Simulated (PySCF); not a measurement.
First hyperpolarisability: `InChI=1S/C9H14O/c10-8-9-6-4-2-1-3-5-7-9/h6,8H,1-5,7H2/b9-6-`

Molfile (atoms numbered from 1):
```
C9H14O
     RDKit          3D

 24 24  0  0  0  0  0  0  0  0999 V2000
    2.4882   -0.4956   -1.3724 O   0  0  0  0  0  0  0  0  0  0  0  0
    1.9551    0.4041   -0.7625 C   0  0  0  0  0  0  0  0  0  0  0  0
    1.2867    0.2297    0.5373 C   0  0  0  0  0  0  0  0  0  0  0  0
    0.5092    1.1918    1.0813 C   0  0  0  0  0  0  0  0  0  0  0  0
   -0.2283    2.2202    0.3082 C   0  0  0  0  0  0  0  0  0  0  0  0
   -1.5874    1.5528   -0.0321 C   0  0  0  0  0  0  0  0  0  0  0  0
   -1.5069    0.1278   -0.6028 C   0  0  0  0  0  0  0  0  0  0  0  0
   -1.3130   -1.0475    0.3950 C   0  0  0  0  0  0  0  0  0  0  0  0
    0.0095   -1.8311    0.3642 C   0  0  0  0  0  0  0  0  0  0  0  0
    1.2070   -1.1624    1.0736 C   0  0  0  0  0  0  0  0  0  0  0  0
    1.9974    1.4511   -1.1518 H   0  0  0  0  0  0  0  0  0  0  0  0
    0.1077    0.9953    2.0847 H   0  0  0  0  0  0  0  0  0  0  0  0
    0.2861    2.4870   -0.6268 H   0  0  0  0  0  0  0  0  0  0  0  0
   -0.4050    3.1480    0.8743 H   0  0  0  0  0  0  0  0  0  0  0  0
   -2.2122    1.5361    0.8780 H   0  0  0  0  0  0  0  0  0  0  0  0
   -2.1157    2.2035   -0.7488 H   0  0  0  0  0  0  0  0  0  0  0  0
   -0.7289    0.0865   -1.3853 H   0  0  0  0  0  0  0  0  0  0  0  0
   -2.4530   -0.0426   -1.1412 H   0  0  0  0  0  0  0  0  0  0  0  0
   -1.5075   -0.6964    1.4243 H   0  0  0  0  0  0  0  0  0  0  0  0
   -2.1116   -1.7808    0.1979 H   0  0  0  0  0  0  0  0  0  0  0  0
    0.2925   -2.0246   -0.6838 H   0  0  0  0  0  0  0  0  0  0  0  0
   -0.1560   -2.8212    0.8213 H   0  0  0  0  0  0  0  0  0  0  0  0
    2.1232   -1.7370    0.8744 H   0  0  0  0  0  0  0  0  0  0  0  0
    1.0318   -1.1442    2.1616 H   0  0  0  0  0  0  0  0  0  0  0  0
  1  2  2  0
  2  3  1  0
  3  4  2  0
  4  5  1  0
  5  6  1  0
  6  7  1  0
  7  8  1  0
  8  9  1  0
  9 10  1  0
 10  3  1  0
  2 11  1  0
  4 12  1  0
  5 13  1  0
  5 14  1  0
  6 15  1  0
  6 16  1  0
  7 17  1  0
  7 18  1  0
  8 19  1  0
  8 20  1  0
  9 21  1  0
  9 22  1  0
 10 23  1  0
 10 24  1  0
M  END
```

Theory: quadratic response CAM-B3LYP/def2-SVPD first hyperpolarisability, Taylor convention, gas phase (PySCF). Geometry: PBE0-D3(BJ)/def2-SVP.

Question: Give β for the processes computed.

Answer: In au, Taylor convention; the vector part is βᵢ = ⅓ Σⱼ (βᵢⱼⱼ + βⱼᵢⱼ + βⱼⱼᵢ); β∥ is 3/5 of the vector part along the dipole, the dipole points from − to +:
```
                   process  λ (nm)  β vector norm    β∥  β HRS  depolarisation ratio
           static β(0;0,0)       ∞          139.7  30.2   65.3                  3.61
second harmonic β(−2ω;ω,ω)    1907          150.2  36.8   70.3                  3.65
         Pockels β(−ω;ω,0)    1907          143.0  32.3      –                     –
second harmonic β(−2ω;ω,ω)    1064          181.3  56.1   84.9                  3.72
         Pockels β(−ω;ω,0)    1064          151.1  37.3      –                     –
```

Question: Which lowest excitations, dipole and polarisabilities go with it?

Answer: S1 3.75 eV (f = 0.003); S2 5.18 eV (f = 0.233); S3 6.43 eV (f = 0.020); dipole 3.70 D; isotropic α 107.2 au static, 107.5 au at 1907 nm, 108.2 au at 1064 nm, 108.5 au at 953.5 nm, 111.8 au at 532 nm.
